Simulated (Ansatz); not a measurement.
Reactions of Cl4H2O2W (`[OH][W]([OH])([Cl])([Cl])([Cl])[Cl]`).

Isolated molecules relaxed with PBE0-D4/def2-TZVP in Ansatz; ΔE leaves out vibrations. CCSD(T)/CBS is the MP2 limit (def2-TZVPP, def2-QZVPP) plus CCSD(T) − MP2 in def2-TZVPP, frozen cores. Functionals use def2-TZVPP. Elements past krypton have def2 core potentials. For Br, W outer-core shells are correlated without core-valence functions, which leaves a few kJ/mol of doubt a bond. Scalar relativity is left out up to krypton. One conformer a species, not always the lowest.

```tsv
reaction	r2SCAN-D4 (kJ/mol)	CCSD(T)/CBS(def2) (kJ/mol)
`[OH][W]([OH])([Cl])([Cl])([Cl])[Cl]` + `N[SiH](C=O)CCl` → `[OH][W]([Cl])([Cl])([Cl])([Cl])[Cl]` + `N[SiH](C=O)CO`	64	66
`[OH][W]([OH])([Cl])([Cl])([Cl])[Cl]` + `Cl[Si]Br` → `[OH][W]([Cl])([Cl])([Cl])([Cl])[Cl]` + `O[Si]Br`	3	2
`[OH][W]([OH])([Cl])([Cl])([Cl])[Cl]` + `CC(Cl)CF` → `[OH][W]([OH])([F])([Cl])([Cl])[Cl]` + `CC(Cl)CCl`	-38	-34
`[OH][W]([OH])([Cl])([Cl])([Cl])[Cl]` + `OB(Br)O[SiH3]` → `[OH][W]([OH])([OH])([Cl])([Cl])[Cl]` + `[SiH3]OB(Cl)Br`	49	46
```

Largest T1 diagnostic: 0.023, for `[OH][W]([Cl])([Cl])([Cl])([Cl])[Cl]`.
